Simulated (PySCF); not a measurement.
Gas-phase reaction: GeO₂ + NO → GeO + NO₂

Energies from PySCF, thermal terms from the rigid-rotor harmonic-oscillator model, ideal gas at 1 bar. † marks an energy on the PBE0/def2-TZVP geometry and frequencies. MP2 and CCSD(T) freeze the core. Open shells (unrestricted): NO (multiplicity 2), NO₂ (multiplicity 2); the rest are closed-shell singlets. Spin-orbit splitting is ignored; it lowers the true energy and changes the entropy of NO. B3LYP is the form with VWN-RPA correlation. Ge: all electrons, no relativistic terms. GeO₂: computed as isolated molecules; such fragments, hydroxides, amides, oligomers or adducts are transient or little studied in the gas. MP2 isn't extrapolated to the basis-set limit. CCSD(T) isn't extrapolated to the basis-set limit. Warning, large T1 diagnostic: GeO, GeO₂ (CCSD(T)/def2-TZVPP†).

B3LYP/def2-TZVP† gives ΔH°(298 K) = -32 kJ.

Problem. What do MP2/def2-TZVPP†, CCSD(T)/def2-TZVPP†, BLYP/def2-TZVP† give?

Solution. MP2/def2-TZVPP†: 5 kJ; CCSD(T)/def2-TZVPP†: 8 kJ; BLYP/def2-TZVP†: -42 kJ. For scale, ΔH°(298 K) is -32 kJ at this level, -20 kJ at ωB97M-V/def2-TZVP†, and runs from -165 to 39 kJ over the 20 levels computed.
